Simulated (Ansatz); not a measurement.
`C[SiH2]C[SiH2]O` + `[OH][GeH3]` → `C[SiH2][GeH2][OH]` + `C[SiH2]O`  (formal exchange of groups at the Si–C bond)

Computed with Ansatz on PBE0-D4/def2-TZVP structures; ΔE is electronic, products minus reactants. CCSD(T)/CBS adds triple-zeta CCSD(T) − MP2 to the extrapolated MP2 energy (def2 sets, frozen cores). This one scheme is used for every species. DFT in def2-TZVPP. B3LYP here is the variant with VWN-RPA as its local correlation; programs differ in this. For Ge outer-core shells are correlated without core-valence functions, which leaves a few kJ/mol of doubt a bond. Scalar relativity is left out up to krypton. One conformer a species, not always the lowest.

`C[SiH2]C[SiH2]O`:

Cartesian coordinates in Å:
```
C -0.416 1.679 1.381
Si 0.952 0.436 1.088
C 0.360 -1.026 0.071
Si -0.333 -0.598 -1.603
O -0.585 -1.921 -2.559
H -1.266 1.212 1.883
H -0.063 2.500 2.009
H -0.774 2.103 0.440
H 1.470 -0.051 2.398
H 2.083 1.093 0.374
H 1.207 -1.707 -0.069
H -0.397 -1.568 0.651
H -1.608 0.153 -1.414
H 0.625 0.242 -2.362
H -1.255 -2.548 -2.286
```

`[OH][GeH3]`:

Z-matrix (Å, degrees):
```
Ge
O 1 1.783
H 1 1.531 2 104.3
H 1 1.541 2 109.9 3 119.6
H 1 1.541 2 109.9 3 -119.6
H 2 0.959 1 112.7 3 180.0
```

`C[SiH2][GeH2][OH]`:

```xyz
12

C    -0.547   -1.217   -1.355
Si    0.833   -0.620   -0.238
Ge   -0.025    0.844    1.443
O    -0.843    2.230    0.645
H    -1.271   -1.810   -0.792
H    -0.155   -1.835   -2.166
H    -1.075   -0.367   -1.793
H     1.850    0.137   -1.024
H     1.529   -1.766    0.414
H    -1.148    0.213    2.284
H     1.072    1.388    2.388
H    -0.221    2.804    0.194
```

`C[SiH2]O`:

Z-matrix (Å, degrees):
```
C
Si 1 1.863
H 1 1.093 2 111.0
H 1 1.094 2 110.2 3 119.8
H 1 1.093 2 111.5 3 -120.7
O 2 1.652 1 112.6 3 57.7
H 2 1.492 1 108.9 3 -179.5
H 2 1.483 1 110.6 3 -59.4
H 6 0.957 2 117.7 1 68.6
```

```
        level  ΔE (kJ/mol)
     B3LYP-D4        -11.8
      ωB97X-V         -7.1
         PBE0        -15.9
MP2/CBS(def2)         -3.3
```

Q: What does CCSD(T)/CBS give? (An estimate is asked.)

A: Computed: -7.3 kJ/mol. The listed levels differ from it by -4.5, 0.2, -8.6, 4.0 kJ/mol.

Largest T1 diagnostic among the species: 0.012.

The D4 term adds +4.4 kJ/mol with B3LYP and +2.5 kJ/mol with PBE0; it sums over pairs of atoms, weighted by their polarisabilities, and B3LYP, whose exchange is more repulsive, gets the larger term. From PBE to PBE0 (25 % exact exchange), in def2-TZVPP and without D4, ΔE moves by +5.0 kJ/mol.
